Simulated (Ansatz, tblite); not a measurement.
Removing an electron: AlGe₂₀H₃₂⁻, a doped nanocrystal cut from the lattice of germanium (Al on a surface site). Total charge -1; singlet. Geometry: PBE-D4/def2-SVP. Ansatz, gas phase; energy differences of separate SCF runs; the oxidised species was run as a doublet alone.

```xyz
53

Ge   -3.9438    2.0281   -0.9277
Ge   -0.5842    2.2996   -3.1746
Ge    1.2463    3.8768   -0.1451
Ge   -2.7228   -1.5316   -2.4989
Ge   -0.4988    0.3896    0.3571
Ge   -2.5722   -2.9695    1.0675
Ge    0.7016   -3.1990   -1.1148
Ge    2.9219    0.6373   -1.9124
Ge    4.8678    2.3642    1.0886
Ge    2.9646   -1.1799    1.6842
Ge    0.9092   -4.6973    2.4600
Ge   -4.6245   -0.1039   -1.9181
Ge   -2.6982    3.3669   -2.5522
Ge   -2.5315    1.5875    1.0231
Ge    0.8110    1.7219   -1.2402
Ge    2.9262    3.7702    1.6370
Ge   -1.2120   -1.7639   -0.5827
Ge    0.8525   -0.1139    2.3434
Ge   -1.3488   -3.8962    2.9785
Ge    2.1750   -3.3543    0.8391
Al    4.3905    0.1204    0.0622
H    -5.2457    2.7958   -0.5164
H     0.1888    3.2998   -4.0928
H    -0.9202    1.0609   -4.0595
H    -0.0988    4.4811    0.3767
H     1.7447    4.8577   -1.2568
H    -1.9994   -0.9496   -3.7477
H    -3.2675   -2.9402   -2.9007
H    -3.7189   -2.0527    1.5973
H    -3.2740   -4.1605    0.3378
H     1.4387   -2.6488   -2.3696
H     0.1457   -4.6120   -1.4902
H     3.4860    1.7067   -2.9174
H     2.4406   -0.5200   -2.8555
H     5.7085    3.3189    0.1665
H     5.6797    2.3702    2.4339
H     3.6024   -1.5994    3.0605
H     0.7458   -6.1621    1.9347
H     1.6801   -4.8144    3.8137
H    -5.5256    0.1503   -3.1692
H    -5.5064   -0.8802   -0.8909
H    -3.6062    3.6330   -3.7970
H    -2.4091    4.7590   -1.9111
H    -2.1676    2.9442    1.7001
H    -3.3469    0.7608    2.0662
H     3.3278    5.2517    1.9554
H     2.1918    3.2587    2.9152
H    -0.0304   -0.9884    3.2934
H     1.0826    1.2342    3.0941
H    -1.2861   -2.8323    4.1119
H    -2.1879   -5.0904    3.5429
H     3.3738   -4.2725    0.4175
H     5.7239   -0.7125   -0.3169
```

The xTB rows come from tblite. Single mean-field runs in def2-TZVP are fitted with def2-universal-jkfit.

**Question.** Estimate orbital energies and vertical ionisation energies at: GFN1-xTB; GFN2-xTB; PBE-D4/def2-TZVP; PBE0-D4/def2-TZVP; r2SCAN0-D4/def2-TZVP.

**Answer.** 
```json
{"level": "GFN1-xTB", "−HOMO (eV)": "9.05", "vertical IE (eV)": "10.25", "−LUMO (eV)": "6.13", "HOMO–LUMO gap (eV)": "2.92"}
{"level": "GFN2-xTB", "−HOMO (eV)": "7.02", "vertical IE (eV)": "8.47", "−LUMO (eV)": "3.86", "HOMO–LUMO gap (eV)": "3.16"}
{"level": "PBE-D4/def2-TZVP", "−HOMO (eV)": "3.07", "vertical IE (eV)": "4.61", "−LUMO (eV)": "-0.51", "HOMO–LUMO gap (eV)": "3.58"}
{"level": "PBE0-D4/def2-TZVP", "−HOMO (eV)": "3.94", "vertical IE (eV)": "4.97", "−LUMO (eV)": "-1.20", "HOMO–LUMO gap (eV)": "5.13"}
{"level": "r2SCAN0-D4/def2-TZVP", "−HOMO (eV)": "4.08", "vertical IE (eV)": "5.04", "−LUMO (eV)": "-1.25", "HOMO–LUMO gap (eV)": "5.34"}
```

 Raw xTB energy differences between charge states are shifted by several eV; the methods need an empirical correction for them.
